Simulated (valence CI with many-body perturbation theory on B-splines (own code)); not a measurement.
**Ir IV: input, log and results**

Calculated by configuration interaction combined with many-body perturbation theory (CI+MBPT): six valence electrons over a frozen Dirac-Fock core [Xe] 4f14, radial functions for each j: 7 s, 7 p, 8 d, 6 f, 4 g, 1 h, with the one-electron correlation potential Σ1 (screened to all orders), the two-electron term Σ2, the three-electron term Σ3, Breit, model QED; selected single and double excitations, second order for the rest, scaled by the run's own slope (own B-spline code, finite nucleus).

Command, and the settings that its task file holds:

```sh
python run_cv.py task.json out
```

```
atom Ir  Z=77  mass_number=193  rms_radius_fm=5.4032
core [Xe] 4f14
valence 5d6
avg = 1
basis = M
breit = 1
cap = 150000
capref = 1200
cscale = 1
de = 0.0
dress = 0
eps = 2e-08
extrap = 1
h = 0.27
hh = 1
l2 = 3
lcore = 6
maxit = 90
n2 = 5
natural = 1
nlev = 26
nno = [4, 4, 5, 4, 3, 1]
nroot = 14
nsp = [3, 3, 3, 2, 1, 0]
pt2 = 1
qed = 1
rpa = 1
s1 = 1
s2 = 1
s3 = 1
screen = 1
tol = 2e-05
whole = 1
```

(1) Roughly how long does this run take on one core of Intel(R) Xeon(R) Processor @ 2.30GHz, and how much memory?

Log. The first blocks belong to the next ion, which gives the ionisation energy. Fields: 2J, parity (1 odd), roots, reference size, generating configurations, candidates as configurations/state functions, variational space P, stored matrix elements, Davidson steps; e2 is the range of second-order energies in hartree. The first line gives the box (bohr), its intervals, the orbitals and the steps of their self-consistent field. Window is the range of levels sought, series limit the energy at which the first omitted orbital would enter, core excitation an estimate of the first excitation out of the core, left out the lowest levels not solved, and shifts from estimates the range by which levels moved from their first estimate, all in cm⁻¹.

```
rmax 17.7 intervals 63 orbitals 59 references ['5d6', '5d5 6s', '5d4 6s2', '5d5 6p'] scf 8 t 1.8
2J=5 par=0 roots 2 ref 29 generators 7 cand 5979/80939 P 1296/14989 nnz 4.5e+07 it 9
2J=5 par=0 roots 2 ref 29 generators 39 cand 35011/1082570 P 3402/51359 nnz 2.8e+08 it 10
   second order: generators 108 cand 89463/3539327 e2 -0.00099 -0.00081
reference levels 716, estimated 56, window 43559 1/cm; series limit 250895, core excitation 339530
2J=8 par=0 roots 6 ref 26 generators 11 cand 9529/182628 P 1534/29969 nnz 1.7e+08 it 11
2J=8 par=0 roots 6 ref 26 generators 51 cand 84395/10081048 P 2352/45968 nnz 3.7e+08 it 10
   second order: generators 279 cand 243393/30383177 e2 -0.00563 -0.00302
2J=4 par=0 roots 6 ref 33 generators 11 cand 9677/159502 P 1780/29968 nnz 1.6e+08 it 11
2J=4 par=0 roots 6 ref 33 generators 61 cand 96690/8778728 P 2833/47284 nnz 3.5e+08 it 13
   second order: generators 266 cand 263465/25370547 e2 -0.00507 -0.00283
2J=6 par=0 roots 7 ref 29 generators 11 cand 9643/183765 P 1415/29973 nnz 1.4e+08 it 15
2J=6 par=0 roots 7 ref 29 generators 93 cand 122164/13087083 P 2301/51538 nnz 3.7e+08 it 12
   second order: generators 354 cand 312002/36635403 e2 -0.01001 -0.00336
2J=2 par=0 roots 5 ref 19 generators 9 cand 12981/259200 P 2059/29979 nnz 1.2e+08 it 9
2J=2 par=0 roots 5 ref 19 generators 61 cand 110496/6360479 P 3894/56234 nnz 3.5e+08 it 12
   second order: generators 301 cand 310345/19159171 e2 -0.00406 -0.00210
2J=0 par=0 roots 4 ref 14 generators 12 cand 12436/123651 P 4159/20670 nnz 4.2e+07 it 11
2J=0 par=0 roots 4 ref 14 generators 52 cand 65912/1311033 P 8809/68586 nnz 2.1e+08 it 12
   second order: generators 243 cand 212857/4635945 e2 -0.00168 -0.00114
2J=10 par=0 roots 3 ref 12 generators 7 cand 8712/159377 P 1309/29996 nnz 1.4e+08 it 6
2J=10 par=0 roots 3 ref 12 generators 65 cand 115191/12569971 P 2185/51686 nnz 3.7e+08 it 10
   second order: generators 285 cand 326310/39676258 e2 -0.00825 -0.00385
2J=12 par=0 roots 3 ref 8 generators 6 cand 8203/125800 P 1729/29991 nnz 1.4e+08 it 6
2J=12 par=0 roots 3 ref 8 generators 63 cand 113599/10818502 P 2963/52944 nnz 3.7e+08 it 9
   second order: generators 270 cand 313565/33008309 e2 -0.00543 -0.00278
left out: unestimated 72076, estimated 50522, shifts from estimates -468 to 327
operators 7.4
```

The Davidson iterations converged.

No measured spectrum was set against this ion. As an estimate, terms of the open shell hold to 2 to 4 % of their energy, and close levels can change places; different configurations can be misplaced against each other by 1,000 to 8,000 cm⁻¹. Among the levels kept, up to 2400 cm⁻¹ of a level comes from second order outside the variational space, and about a tenth of that is noise between levels of different J, which matters for small intervals. Only levels of the ground parity were solved; by the run's estimate the other parity begins above the list, which can be wrong where configurations are misplaced.

* Valence energy: -18.06897 hartree
* Ionisation energy: 41.516 eV (NIST: 40 ± 1.7 eV (theoretical))
* Reference configurations for the orbitals: 5d6, 5d5 6s, 5d4 6s2, 5d5 6p
* Radial orbitals: 59
* Box radius: 17.7 bohr
* Largest variational space: 68586
* Lowest levels: 5d⁶ ⁵D_4 0.0, 5d⁶ ⁵D_2 5331, 5d⁶ ⁵D_3 5659, 5d⁶ ⁵D_1 8450, 5d⁶ ⁵D_0 8718, 5d⁶ ³H_4 [a] 14801, 5d⁶ ³G_5 18588, 5d⁶ ³H_6 19152, 5d⁶ ³P_2 19491, 5d⁶ ³F_3 21513, 5d⁶ ³F_2 22655, 5d⁶ ¹S_0 25646, 5d⁶ ³H_4 [b] 26037, 5d⁶ ³D_1 26762 cm⁻¹

Names give the largest LS component (configuration and term), which can be under half, so a name can repeat, a term be missing and a line seem to break the LS rules; names also repeat where a configuration has a term twice. Letters in brackets count levels of one name in rising energy.

Answers

(1) 36 min on 1 thread of Intel(R) Xeon(R) Processor @ 2.30GHz, with other jobs on the host, peak memory 3.8 GiB.
